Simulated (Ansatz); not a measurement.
`CS[SiH2][GeH3]` → `[CH2]` (triplet) + `S[SiH2][GeH3]` at 298.15 K and 1 bar (formal loss of a carbene).

Calculated with Ansatz (gas phase, PBE0-D4/def2-TZVP geometries, no zero-point term in ΔE). CBS: MP2 limit from def2 TZ/QZ plus the TZ coupled-cluster correction, frozen cores. This one scheme is used for every species. Triplets are unrestricted, without spin–orbit coupling. For Ge outer-core shells are correlated without core-valence functions, which leaves a few kJ/mol of doubt a bond. Scalar relativity is left out up to krypton. One conformer a species, not always the lowest.

```tsv
species	CCSD(T)/CBS energy (Eh)	H − E (kJ/mol)	S (J/(mol·K))
`CS[SiH2][GeH3]`	-2805.84917	233.6	387.6
`[CH2]` (triplet)	-39.09499	55.4	195.3
`S[SiH2][GeH3]`	-2766.59259	151.4	348.1
```

H − E and S are ideal-gas, rigid-rotor, harmonic terms from PBE0-D4/def2-TZVP, for one conformer and one mirror image of each species, with the whole ground term of open shells counted as degenerate. 1 Eh = 2625.50 kJ/mol, R = 8.31446 J/(mol·K).

Task: By hand: ΔE, ΔH, ΔS and ΔG.

Result: ΔE = (-39.09499) + (-2766.59259) − (-2805.84917) = 0.16159 Eh = 424.3 kJ/mol. Δ(H − E) = 55.4 + 151.4 − 233.6 = -26.8, so ΔH = 397.5 kJ/mol. ΔS = 195.3 + 348.1 − 387.6 = 155.8 J/(mol·K). ΔG = 397.5 − 298.15 × (155.8)/1000 = 351.0 kJ/mol.

Task: By hand: the equilibrium constant, and the temperature at which ΔG would vanish if ΔH and ΔS stayed fixed.

Result: log₁₀ K = −ΔG/(RT ln 10) = -61.5. ΔG = 0 at ΔH/ΔS = 2551 K, far beyond where these terms or the molecules hold.

The number of gas molecules changes by +1, which sets the sign of ΔS. A doubt of 5 kJ/mol in ΔE shifts log₁₀ K by 0.9 here. Other conformers and mirror images would add mixing entropy, several J/(mol·K) or more a flexible species. Modes under 60 cm⁻¹, often nearly free rotors, make the harmonic entropy too high. A triplet takes part, so the spin changes. These are equilibria of isolated gas molecules and say nothing of rates. Largest T1 diagnostic: 0.012 (customary marks: 0.02 for closed shells, 0.045 for open ones).
